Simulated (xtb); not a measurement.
xtb input (GFN2-xTB):

```bash
xtb mol.xyz --gfn 2 --ohess tight --chrg -1 --uhf 0
```
mol.xyz:
```
11

Si    -1.97956830     0.38185427     0.00235139
C     -0.18036073     0.01987759     0.01403916
C      0.31838981    -1.22951338    -0.46131643
O      1.69104364    -1.01401341    -0.29004353
C      2.00476851     0.21654078     0.20435342
C      0.86886970     0.90607087     0.39092379
H     -2.53176497     0.68648095     1.35571846
H     -2.44531391     1.54605202    -0.83069902
H     -2.77927698    -0.85130579    -0.41306669
H      3.04966888     0.44791820     0.31551973
H      0.84191442     1.94774395     0.76020542
```

Output:

```
           -------------------------------------------------
          |                Calculation Setup                |
           -------------------------------------------------

           -------------------------------------------------
          |                 G F N 2 - x T B                 |
           -------------------------------------------------

        Reference                      10.1021/acs.jctc.8b01176
      * Hamiltonian:
        H0-scaling (s, p, d)           1.850000    2.230000    2.230000
        zeta-weighting                 0.500000
      * Dispersion:
        s8                             2.700000
        a1                             0.520000
        a2                             5.000000
        s9                             5.000000
      * Repulsion:
        kExp                           1.500000    1.000000
        rExp                           1.000000
      * Coulomb:
        alpha                          2.000000
        third order                    shell-resolved
        anisotropic                    true
        a3                             3.000000
        a5                             4.000000
        cn-shift                       1.200000
        cn-exp                         4.000000
        max-rad                        5.000000

          ...................................................
          :                      SETUP                      :
          :.................................................:
          :  # basis functions                  35          :
          :  # atomic orbitals                  34          :
          :  # shells                           18          :
          :  # electrons                        32          :
          :  max. iterations                   250          :
          :  Hamiltonian                  GFN2-xTB          :
          :  restarted?                      false          :
          :  GBSA solvation                  false          :
          :  PC potential                    false          :
          :  electronic temp.          300.0000000     K    :
          :  accuracy                    1.0000000          :
          :  -> integral cutoff          0.2500000E+02      :
          :  -> integral neglect         0.1000000E-07      :
          :  -> SCF convergence          0.1000000E-05 Eh   :
          :  -> wf. convergence          0.1000000E-03 e    :
          :  Broyden damping             0.4000000          :
          :  net charge                         -1          :
          :  unpaired electrons                  0          :
          ...................................................

 iter      E             dE          RMSdq      gap      omega  full diag
   1    -17.0670092 -0.170670E+02  0.598E+00    3.96       0.0  T
   2    -17.1609609 -0.939516E-01  0.482E+00    1.86       1.0  T
   3    -17.1978295 -0.368686E-01  0.224E+00    3.31       1.0  T
   4    -17.1991510 -0.132156E-02  0.526E-01    3.36       1.0  T
   5    -17.1997223 -0.571253E-03  0.239E-01    3.47       1.0  T
   6    -17.1998185 -0.961954E-04  0.114E-01    3.46       1.0  T
[...]
     6   6 C       11   1 H                                       1.0812420

 * 5 distinct bonds (by element types)

   Z      Z             #   av. dist./Å        max./Å        min./Å
   1 H    6 C           2     1.0811269     1.0812420     1.0810118
   6 C    6 C           2     1.3925131     1.4314258     1.3536004
   6 C    8 O           1     1.3587795     1.3587795     1.3587795
   1 H   14 Si          3     1.4878522     1.4943928     1.4750959
   6 C   14 Si          1     1.8339249     1.8339249     1.8339249

           -------------------------------------------------
          |               Frequency Printout                |
           -------------------------------------------------
 projected vibrational frequencies (cm⁻¹)
eigval :       -0.00    -0.00    -0.00     0.00     0.00     0.00
eigval :       74.07   169.86   192.20   482.54   532.63   534.77
eigval :      572.38   597.26   686.07   809.37   822.78   831.73
eigval :      836.88   873.60   925.02   944.07  1031.79  1094.70
eigval :     1197.34  1264.87  1357.18  1529.97  1928.02  1973.96
eigval :     2117.52  3012.65  3038.04
 reduced masses (amu)
   1:  9.99   2: 17.14   3: 19.13   4: 18.24   5: 16.33   6: 16.29   7:  2.06   8: 11.42
   9: 11.55  10: 19.96  11:  6.26  12:  5.43  13: 11.19  14: 11.47  15:  2.73  16:  3.11
  17: 10.04  18:  2.05  19:  6.10  20:  2.36  21: 11.67  22: 12.26  23:  8.83  24:  3.96
  25:  9.16  26: 11.19  27: 11.08  28: 11.41  29:  1.97  30:  1.69  31:  1.74  32:  1.75
  33:  1.96
 IR intensities (km·mol⁻¹)
   1:  2.11   2:  7.71   3:  3.78   4:  9.98   5:  2.91   6: 10.06   7:  0.01   8:  0.64
   9:  3.30  10:  7.88  11: 81.90  12: 82.83  13: 24.36  14: 11.31  15:  0.61  16:  8.14
  17:181.09  18:181.29  19:385.19  20:276.32  21: 10.51  22: 82.12  23: 50.54  24:  0.87
  25: 14.58  26:  3.23  27:141.90  28: 26.41  29:727.51  30:525.75  31:507.30  32:133.75
  33:244.25
 Raman intensities (Ä⁴*amu⁻¹)
   1:  0.00   2:  0.00   3:  0.00   4:  0.00   5:  0.00   6:  0.00   7:  0.00   8:  0.00
   9:  0.00  10:  0.00  11:  0.00  12:  0.00  13:  0.00  14:  0.00  15:  0.00  16:  0.00
  17:  0.00  18:  0.00  19:  0.00  20:  0.00  21:  0.00  22:  0.00  23:  0.00  24:  0.00
  25:  0.00  26:  0.00  27:  0.00  28:  0.00  29:  0.00  30:  0.00  31:  0.00  32:  0.00
  33:  0.00
 output can be read by thermo (or use thermo option).
 writing <g98.out> molden fake output.
 recommended (thermochemical) frequency scaling factor: 1.0
           -------------------------------------------------
Molecule has the following symmetry elements: (sigma)
It seems to be the Cs point group
          |             Thermodynamic Functions             |
           -------------------------------------------------

cs  symmetry found (for desy threshold:  0.10E+00) used in thermo

          ...................................................
          :                      SETUP                      :
          :.................................................:
          :  # frequencies                          27      :
          :  # imaginary freq.                       0      :
          :  linear?                             false      :
          :  only rotor calc.                    false      :
          :  symmetry                               cs      :
          :  rotational number                       1      :
          :  scaling factor                  1.0000000      :
          :  rotor cutoff                   50.0000000 cm⁻¹ :
          :  imag. cutoff                  -20.0000000 cm⁻¹ :
          :.................................................:

    mode    ω/cm⁻¹     T·S(HO)/kcal·mol⁻¹    T·S(FR)/kcal·mol⁻¹   T·S(vib)
   ------------------------------------------------------------------------
       1     74.07    -1.20517 ( 82.81%)    -0.93981 ( 17.19%)    -1.15955
       2    169.86    -0.72660 ( 99.25%)    -0.69412 (  0.75%)    -0.72636
       3    192.20    -0.65787 ( 99.54%)    -0.65753 (  0.46%)    -0.65787
   ------------------------------------------------------------------------

   temp. (K)  partition function   enthalpy   heat capacity  entropy
                                   cal/mol     cal/K/mol   cal/K/mol   J/K/mol
 298.15  VIB   17.1                 2262.237     17.259     13.077
         ROT  0.165E+06              888.752      2.981     26.850
         INT  0.282E+07             3150.989     20.239     39.927
         TR   0.927E+27             1481.254      4.968     39.614
         TOT                        4632.2430    25.2076    79.5411   332.8001

       T/K    H(0)-H(T)+PV         H(T)/Eh          T*S/Eh         G(T)/Eh
   ------------------------------------------------------------------------
    298.15    0.738195E-02    0.744313E-01    0.377926E-01    0.366388E-01
   ------------------------------------------------------------------------

         :::::::::::::::::::::::::::::::::::::::::::::::::::::
         ::                  THERMODYNAMIC                  ::
         :::::::::::::::::::::::::::::::::::::::::::::::::::::
         :: total free energy         -16.979924359670 Eh   ::
         ::.................................................::
         :: total energy              -17.016563135058 Eh   ::
         :: zero point energy           0.067049386257 Eh   ::
         :: G(RRHO) w/o ZPVE           -0.030410610869 Eh   ::
         :: G(RRHO) contrib.            0.036638775388 Eh   ::
         :::::::::::::::::::::::::::::::::::::::::::::::::::::

optimized geometry written to: xtbopt.xyz

           -------------------------------------------------
          | TOTAL ENERGY              -17.016563135058 Eh   |
          | TOTAL ENTHALPY            -16.942131799687 Eh   |
          | TOTAL FREE ENERGY         -16.979924359670 Eh   |
          | GRADIENT NORM               0.000288962166 Eh/α |
          | HOMO-LUMO GAP               3.097933345086 eV   |
           -------------------------------------------------

------------------------------------------------------------------------
------------------------------------------------------------------------
 total:
 SCF:
 ANC optimizer:
 analytical hessian:
Note: The following floating-point exceptions are signalling: IEEE_UNDERFLOW_FLAG IEEE_DENORMAL
normal termination of xtb
```

It need not be the lowest isomer of its formula. Whether it binds its extra electron was not tested at this geometry.
